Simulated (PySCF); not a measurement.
Ge(H)2(F)(Et) (C2H7FGe), SMILES C[CH2][GeH2][F]. Atoms are numbered in the order given.

```xyz
11

Ge     0.5380     0.3995    -0.1722
F      1.2038    -0.8568     0.8636
C     -1.2346    -0.2336    -0.7095
C     -2.1309    -0.5624     0.4884
H      0.4799     1.6703     0.7026
H      1.5247     0.5525    -1.3483
H     -1.6868     0.5428    -1.3508
H     -1.0837    -1.1199    -1.3478
H     -1.6669    -1.3279     1.1295
H     -2.3111     0.3268     1.1146
H     -3.1128    -0.9435     0.1644
```

The structure is a stationary point at B3LYP-D3(BJ)/def2-SVP. Other conformers were not sampled.

Level of theory: B3LYP/def2-TZVP (PySCF).

Computed frontier levels, gap, dipole moment and polarisability:
```yaml
highest_occupied_level: -8.29 eV
lowest_empty_level: 0.06 eV
orbital_gap: 8.35 eV
dipole_moment: 2.47 D
quadrupole, principal values (traceless, Buckingham form, about the centre of nuclear charge): -3.89, 1.32, 2.57 D·Å
mean_static_polarisability: 54.6 bohr³ (8.09 Å³)
polarisability_principal_values: 47.9, 52.2, 63.8 bohr³
```
